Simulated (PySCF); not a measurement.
A geometry optimisation, step by step.

Species: C₈H₉N₃.
SMILES with atom numbers: `[CH3:1][CH:2]([CH3:3])[C:4]#[C:5][c:6]1[n:7][cH:8][n:9][cH:10][n:11]1` (hydrogens: H12, H13, H14 on C1; H15 on C2; H16, H17, H18 on C3; H19 on C8; H20 on C10)

Computed by this run: PySCF 2.14.0, PBE0-D3(BJ)/def2-SVP geometry optimisation, gas phase; density fitting, grid level 1; the optimiser is geomeTRIC in internal coordinates, started from a GFN2-xTB structure. The frame can shift and turn from step to step; on so coarse a grid that alone can change the energy by a few meV, and forces under 0.02 eV/Å are noise.

Step 0: E = -12886.5668 eV, largest atomic force 0.614 eV/Å
```
atom  x, y, z in Å  |  force x, y, z in eV/Å
C1     -2.623    1.524   -0.074    0.137  -0.326   0.340
C2     -2.113    0.221    0.549   -0.271   0.005  -0.491
C3     -2.865   -0.994   -0.001    0.194   0.315   0.322
C4     -0.694    0.079    0.303   -0.561   0.059   0.242
C5      0.483   -0.040    0.074    0.279  -0.024  -0.034
C6      1.868   -0.179   -0.169    0.522  -0.053  -0.110
N7      2.624    0.923   -0.146   -0.407   0.308   0.107
C8      3.905    0.726   -0.374    0.070  -0.181  -0.032
N9      4.476   -0.443   -0.617    0.449  -0.046  -0.071
C10     3.640   -1.471   -0.618    0.116   0.159   0.004
N11     2.343   -1.406   -0.404   -0.472  -0.216   0.044
H12    -2.488    1.504   -1.153    0.048   0.013  -0.434
H13    -3.682    1.649    0.142   -0.433   0.077   0.070
H14    -2.081    2.377    0.326    0.172   0.367   0.114
H15    -2.252    0.268    1.636   -0.047   0.012   0.247
H16    -3.928   -0.902    0.215   -0.441   0.007   0.070
H17    -2.733   -1.062   -1.078    0.041  -0.046  -0.431
H18    -2.494   -1.911    0.450    0.101  -0.379   0.136
H19     4.548    1.599   -0.360    0.303   0.407   0.000
H20     4.060   -2.451   -0.811    0.198  -0.459  -0.095
```

Step 1: E = -12886.6204 eV, largest atomic force 0.113 eV/Å
```
atom  x, y, z in Å  |  force x, y, z in eV/Å
C1     -2.663    1.500   -0.278   -0.018   0.055  -0.051
C2     -2.143    0.191    0.318    0.000   0.004   0.113
C3     -2.907   -1.025   -0.207   -0.030  -0.055  -0.048
C4     -0.709    0.047    0.093   -0.043   0.007  -0.014
C5      0.480   -0.072   -0.120    0.086  -0.009   0.002
C6      1.885   -0.215   -0.361   -0.052   0.005   0.003
N7      2.640    0.891   -0.335    0.021   0.016   0.001
C8      3.929    0.690   -0.564    0.018   0.066   0.008
N9      4.505   -0.484   -0.807    0.028  -0.004  -0.006
C10     3.662   -1.512   -0.812    0.001  -0.067  -0.007
N11     2.355   -1.447   -0.599    0.018  -0.019  -0.004
H12    -2.539    1.500   -1.372   -0.009   0.007   0.028
H13    -3.734    1.622   -0.054    0.022  -0.010   0.001
H14    -2.121    2.368    0.125   -0.006  -0.017  -0.001
H15    -2.279    0.236    1.417    0.003  -0.002  -0.059
H16    -3.981   -0.928    0.017    0.023   0.005   0.001
H17    -2.790   -1.109   -1.299   -0.010  -0.004   0.028
H18    -2.539   -1.957    0.246   -0.003   0.018  -0.003
H19     4.581    1.575   -0.551   -0.028  -0.038   0.000
H20     4.085   -2.506   -1.009   -0.019   0.042   0.008
```

Step 2: E = -12886.6208 eV, largest atomic force under 0.02 eV/Å
```
atom  x, y, z in Å  |  force x, y, z in eV/Å
C1     -2.665    1.502   -0.279   -0.001   0.006  -0.010
C2     -2.143    0.191    0.316    0.007  -0.001   0.012
C3     -2.909   -1.026   -0.208   -0.003  -0.007  -0.010
C4     -0.708    0.049    0.089   -0.001   0.001  -0.019
C5      0.482   -0.071   -0.123    0.008   0.005   0.012
C6      1.886   -0.214   -0.362   -0.004  -0.003  -0.001
N7      2.643    0.892   -0.335   -0.001   0.003   0.002
C8      3.933    0.689   -0.562   -0.009   0.001   0.001
N9      4.508   -0.485   -0.805    0.009  -0.001   0.000
C10     3.663   -1.513   -0.810   -0.009   0.001   0.000
N11     2.356   -1.446   -0.599    0.004  -0.005  -0.001
H12    -2.545    1.505   -1.373   -0.001  -0.002   0.003
H13    -3.735    1.622   -0.051    0.001  -0.003   0.003
H14    -2.124    2.369    0.124    0.001  -0.002   0.004
H15    -2.277    0.236    1.413   -0.003   0.000  -0.006
H16    -3.981   -0.928    0.020    0.001   0.003   0.003
H17    -2.796   -1.113   -1.300   -0.001   0.003   0.003
H18    -2.540   -1.957    0.245    0.002   0.003   0.003
H19     4.584    1.572   -0.547    0.000  -0.001   0.001
H20     4.085   -2.507   -1.007    0.001   0.001   0.001
```

Step 3: E = -12886.6209 eV, largest atomic force under 0.02 eV/Å
```
atom  x, y, z in Å  |  force x, y, z in eV/Å
C1     -2.666    1.502   -0.280    0.001  -0.002   0.001
C2     -2.142    0.192    0.314    0.006  -0.001  -0.006
C3     -2.909   -1.026   -0.209    0.001   0.001   0.002
C4     -0.708    0.049    0.085   -0.001   0.000  -0.012
C5      0.482   -0.071   -0.125   -0.006  -0.005   0.011
C6      1.887   -0.215   -0.363   -0.006   0.002  -0.002
N7      2.643    0.891   -0.334    0.007  -0.006   0.000
C8      3.933    0.689   -0.559    0.002   0.001   0.001
N9      4.509   -0.486   -0.802   -0.005   0.001   0.000
C10     3.664   -1.514   -0.809    0.000   0.001   0.002
N11     2.357   -1.448   -0.599   -0.001   0.006   0.001
H12    -2.548    1.506   -1.374    0.000  -0.001  -0.002
H13    -3.735    1.621   -0.050   -0.002   0.001   0.001
H14    -2.124    2.369    0.123    0.000   0.001   0.001
H15    -2.276    0.237    1.411   -0.001   0.001   0.005
H16    -3.980   -0.927    0.022   -0.002  -0.001   0.001
H17    -2.799   -1.113   -1.301    0.000   0.001  -0.002
H18    -2.539   -1.956    0.245    0.000  -0.001   0.000
H19     4.584    1.572   -0.543    0.003   0.004   0.000
H20     4.086   -2.507   -1.005    0.002  -0.004  -0.001
```

**Question.** Summarise the path.

**Answer.** The energy falls by 0.0541 eV from step 0 to step 3; nine tenths of that is first reached at step 1. It falls at every step. The largest force goes from 0.614 to under 0.02 eV/Å. Among the bonds C5–C6 changes most, from 1.413 to 1.432 Å; the atoms move by 0.038 Å rms after alignment.

What follows is the cost of the whole optimisation. The run took about 3 min of CPU time (one thread, shared machine).
